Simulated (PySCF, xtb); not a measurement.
Cl2I, SMILES Cl[I-]Cl, charge -1.

Harmonic wavenumbers (cm⁻¹) from GFN2-xTB run with xtb at its own minimum, in rising order: 95, 95, 195, 237.

**Question.** What does PBE-D3(BJ)/def2-SVPD (PySCF) give at its own minimum? (The exact figures need the calculation; the answer reports its results.)

**Answer.** 97, 97, 232, 234. Paired by order, the mean absolute difference is 11 cm⁻¹ and the zero-point energies are 0.9 and 0.9 kcal/mol.
